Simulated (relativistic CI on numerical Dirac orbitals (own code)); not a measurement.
## What each ingredient does to the levels of Au³⁵⁺

Base calculation: Dirac-Coulomb-Breit CI, separate exchange-only KLI orbitals for each configuration, a model potential for QED, unscaled Slater integrals.

Configurations in the expansion (outside the closed core [Ar] 3d10): 4s2.4p6.4d8, 4s2.4p6.4d7.4f, 4s2.4p5.4d9, 4s.4p6.4d9, 4s2.4p5.4d8.4f, 4s.4p6.4d8.4f, 4s2.4p6.4d7.5s, 4s2.4p6.4d6.4f.5s, 4s2.4p6.4d7.5p, 4s2.4p5.4d8.5s, 4s2.4p6.4d7.5f, 4s2.4p6.4d6.5s.5p, 4p6.4d9.4f, 4s.4p6.4d7.4f.5s, 4s2.4p5.4d8.5d, 4s2.4p6.4d7.6p, 4s.4p6.4d8.5p, 4s2.4p6.4d7.6f, 4p6.4d9.5p, 4s2.4p5.4d8.5g, 4s2.4p5.4d8.6s, 4s2.4p6.4d7.7p, 4p6.4d8.4f.5s, 4p6.4d10, 4p5.4d10.4f, 4p6.4d9.5s, 4p5.4d10.5s, 4p5.4d9.4f.5s. Double excitations out of closed p, d and f shells are left out; levels of such configurations are missing from the list, as are those of other unlisted configurations, and high levels can miss mixing partners. These lack a partner that the ground configuration has and come out too high: 4s2.4p5.4d8.5d, 4s2.4p5.4d8.5g, 4s2.4p5.4d8.6s.

The lowest level and the first level of each name with at least 55 % of one term (blank where a level has no safe partner in the second run):

```
               Level  Base (cm⁻¹)  Shift (cm⁻¹)
    4s2.4p6.4d8 3F_4            0             0
    4s2.4p6.4d8 3P_0       106751         -1211
    4s2.4p6.4d8 3F_3       186319         +3609
    4s2.4p6.4d8 3P_1       236699         +2831
    4s2.4p6.4d8 1G_4       240256         +4115
    4s2.4p6.4d8 3F_2       399408         +7362
    4s2.4p6.4d8 1S_0       494556         +6276
   4s2.4p5.4d9 3F°_4      1692925         +8124
4s2.4p6.4d7.4f 5I°_8      1813623         +7629
   4s2.4p5.4d9 3P°_0      1911864         +9572
4s2.4p6.4d7.4f 3H°_4      1964075         +7339
```

At this charge energies of transitions that change n are usually good to better than 1 %, and those within a shell (Δn = 0) to a few per cent. Terms inside the open d or f shell come out 10 to 20 % too wide with unscaled integrals.

One thing was changed in a second run, which moved the levels as shown. Which?
A. Breit term removed
B. QED terms removed
C. configuration mixing switched off
D. valence Slater integrals scaled by 0.9

A. Breit term removed. The Breit term mainly narrows fine-structure intervals, so removing it widens them.

LS names give the leading component of a level, which can be under half, so a name can repeat, a term be missing and a line seem to break the LS rules.
